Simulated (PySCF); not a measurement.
# A small calculation by hand: dipole moment from atomic charges

Mo(NH)(S)(F)(Cl) (ClFHMoNS), SMILES [NH]=[Mo]([F])(=[S])[Cl], multiplicity 1. Atoms are numbered in the order given.

```xyz
6

Mo    -0.0844     0.0885    -0.2339
N     -0.3618    -0.9943    -1.5345
H     -0.0811    -1.6865    -2.2310
S      1.9937     0.0945     0.1565
F     -0.6423     1.7806    -0.7452
Cl    -1.1741    -0.7417     1.5883
```

Coordinates come from a B3LYP-D3(BJ)/def2-SVP optimisation. The multiplicity is an assumed one; no other spin state was optimised. The structure was generated by enumeration; whether it is a known compound was not checked. The def2 effective core potentials stand for the cores of Mo; spin–orbit coupling is left out.

Charges (e) from PySCF with HF/def2-TZVP:

| atom | ESP fit | Mulliken |
|---|---|---|
| Mo1 | 0.726 | 1.880 |
| N2 | -0.509 | -0.731 |
| H3 | 0.376 | 0.291 |
| S4 | -0.185 | -0.430 |
| F5 | -0.243 | -0.570 |
| Cl6 | -0.165 | -0.439 |

The dipole moment of the full density is 2.41 D.

What dipole moment does each set of point charges give, and which comes closer to that of the density?


μ = Σ q r, and 1 e Å = 4.8032 D.
ESP fit: Σ q r = (0.073, -0.392, -0.338) e Å, |μ| = 2.51 D.
Mulliken: Σ q r = (0.106, -0.328, -0.307) e Å, |μ| = 2.22 D.
ESP fit comes closer in size. Point charges leave out the atoms' own dipoles (lone pairs, polarised bonds); fits to the potential absorb them, partitions of the density don't.
